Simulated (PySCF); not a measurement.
# From a log to its input

A PySCF 2.14 run on the atoms Ca 0 0 0; I 0 0 2.8246; I 0 0 -2.8246 (angstrom) printed this (some set-up lines and the per-cycle HOMO/LUMO lines with their warnings removed):

```
PySCF version 2.14.0

[INPUT] verbose = 4
[INPUT] num. atoms = 3
[INPUT] num. electrons = 24
[INPUT] charge = 0
[INPUT] spin (= nelec alpha-beta = 2S) = 0
[INPUT] symmetry True subgroup None
[INPUT] Mole.unit = angstrom

nuclear repulsion = 30.8183994888975
point group symmetry = Dooh
symmetry origin: [0.00000000e+00 0.00000000e+00 1.40980702e-17]
symmetry axis x: [1. 0. 0.]
symmetry axis y: [0. 1. 0.]
symmetry axis z: [0. 0. 1.]
num. orbitals of irrep A1g = 7
num. orbitals of irrep E1gx = 2
num. orbitals of irrep E1gy = 2
num. orbitals of irrep A1u = 7
num. orbitals of irrep E1uy = 5
num. orbitals of irrep E1ux = 5
number of shells = 13
number of NR pGTOs = 44
number of NR cGTOs = 28
basis = lanl2dz
ecp = {'Ca': 'lanl2dz', 'I': 'lanl2dz'}

******** <class 'pyscf.scf.hf_symm.SymAdaptedRHF'> ********
method = SymAdaptedRHF
initial guess = minao
damping factor = 0
level_shift factor = 0
DIIS = <class 'pyscf.scf.diis.CDIIS'>
diis_start_cycle = 1
diis_space = 8
diis_damp = 0
SCF conv_tol = 1e-09
SCF conv_tol_grad = None
SCF max_cycles = 50
direct_scf = True
direct_scf_tol = 1e-13
Freeze 0 electrons in irreps []
    24 free electrons in irreps A1g E1gx E1gy A1u E1uy E1ux
Set gradient conv threshold to 3.16228e-05
Initial guess from minao.
init E= -54.4267388023619
cycle= 1 E= -58.4789286186436  delta_E= -4.05  |g|= 0.811  |ddm|= 5.25
cycle= 2 E= -58.6762143050923  delta_E= -0.197  |g|= 0.0759  |ddm|= 1.91
cycle= 3 E= -58.6787035406122  delta_E= -0.00249  |g|= 0.0121  |ddm|= 0.167
cycle= 4 E= -58.6788378357631  delta_E= -0.000134  |g|= 0.00322  |ddm|= 0.0363
cycle= 5 E= -58.6788509156333  delta_E= -1.31e-05  |g|= 0.000762  |ddm|= 0.0111
cycle= 6 E= -58.6788519756526  delta_E= -1.06e-06  |g|= 0.000127  |ddm|= 0.0036
cycle= 7 E= -58.6788520044863  delta_E= -2.88e-08  |g|= 7.91e-06  |ddm|= 0.000643
cycle= 8 E= -58.6788520045666  delta_E= -8.03e-11  |g|= 1.24e-06  |ddm|= 3.59e-05
Extra cycle  E= -58.6788520045684  delta_E= -1.78e-12  |g|= 3.67e-07  |ddm|= 5.2e-06
converged SCF energy = -58.6788520045684

******** <class 'pyscf.tdscf.rhf.TDA'> for <class 'pyscf.scf.hf_symm.SymAdaptedRHF'> ********
nstates = 4 singlet
deg_eia_thresh = 1.000e-03
wfnsym = None
conv_tol = 1e-05
eigh lindep = 1e-12
eigh level_shift = 0
eigh max_cycle = 100

Excitation energies (eV)
[4.87495512 4.87495512 5.07435679 5.07435679]

** Singlet excitation energies and oscillator strengths **
Excited State   1: E1gx      4.87496 eV    254.33 nm  f=0.0000
Excited State   2: E1gy      4.87496 eV    254.33 nm  f=0.0000
Excited State   3: E1uy      5.07436 eV    244.33 nm  f=0.1754
Excited State   4: E1ux      5.07436 eV    244.33 nm  f=0.1754
Dipole moment(X, Y, Z, Debye):  0.00000,  0.00000,  0.00000
orbital energies (hartree): [-0.3649 -0.3594 -0.3594 -0.0123  0.0175  0.0175]
```

Task: Write the input that gave this log.

Result: The input was:

```python
from pyscf import gto, scf, tdscf

mol = gto.M(
    atom='Ca 0 0 0; I 0 0 2.8246; I 0 0 -2.8246',
    basis='lanl2dz',
    ecp={'Ca': 'lanl2dz', 'I': 'lanl2dz'},
    charge=0,
    spin=0,
    symmetry=True,
    verbose=4,
)
mf = scf.RHF(mol)
mf.kernel()
td = tdscf.TDA(mf)
td.nstates = 4
td.kernel()
td.analyze(verbose=3)
mf.dip_moment()
print('orbital energies (hartree):', mf.mo_energy[..., max(0, mol.nelec[1]-3):mol.nelec[0]+3].round(4))
```

With symmetry on the solver can miss roots, and labels of degenerate states are those of a subgroup.
